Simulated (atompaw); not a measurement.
# Before and after: PAW (atompaw) potential for Mn

* Element: Mn
* Generator: atompaw 4.2.0.5
* Type: PAW
* Functional: PBEsol
* Relativity: scalar-relativistic
* Frozen core: [Ne]
* Valence charge: 15
* Reference configuration: 3s2 3p6 3d5 4s2 4p0
* Partial waves: 3s (bound): rc 1.15 bohr; 4s (bound): rc 1.35 bohr; 3p (bound): rc 1.20 bohr; 4p (bound, empty): rc 1.70 bohr; 3d (bound): rc 0.95 bohr; 3d channel at 0.15 Ry: rc 1.70 bohr
* Local potential: bessel scheme, radius 1.45 bohr
* Core correction: smooth core density matched at 1.15 bohr
* Augmentation charge: sinc compensation charge, radius 1.40 bohr; PAW radius 1.70 bohr; waves and projectors: custom rrkj gramschmidtortho

All-electron outer shells of the reference configuration (PBEsol, scalar-relativistic, ld1.x):

| shell | level (eV) | outermost node (bohr) | outermost maximum (bohr) |
| --- | --- | --- | --- |
| 2s | -743.11 | 0.08 | 0.23 |
| 2p | -629.76 | – | 0.19 |
| 3s | -85.64 | 0.34 | 0.74 |
| 3p | -54.48 | 0.31 | 0.75 |
| 3d | -6.79 | – | 0.76 |
| 4s | -5.12 | 1.05 | 2.51 |
| 4p | -1.35 | 1.16 | 3.38 |

Change: reference 3s2 3p6 3d5 4s1 4p0.

Cutoffs: the cutoffs (Ry, on a coarse ladder) from which the occupation-weighted sum of valence levels, in a spherical-Bessel basis at the reference potential, stays within 10 and 1 mRy of its value at 400 Ry; they do not see the model core or the augmentation charge, which bear on the density cutoff.

Question: What does the change do?

Answer: The potential gets neither clearly harder nor softer (120 Ry and 200 Ry → 120 Ry and 200 Ry); neither file shows a bound ghost.

```tsv
quantity	base	changed
cutoff, loose	120 Ry	120 Ry
cutoff, tight	200 Ry	200 Ry
bound ghosts	none	none
s: phases at 1.71 bohr within 0.05 rad from the reference energy up to (Ry; the scan ends near 5)	to the end of the scan	to the end of the scan
p: phases at 1.71 bohr within 0.05 rad from the reference energy up to (Ry; the scan ends near 5)	2.6	2.0
d: phases at 1.71 bohr within 0.05 rad from the reference energy up to (Ry; the scan ends near 5)	3.4	3.0
lowest overlap eigenvalue by channel	s 0.13, p 0.04, d 0.08	s 0.13, p 0.04, d 0.28
```

 The cutoffs see the waves, projectors and local potential, not the compensation charge or the core.
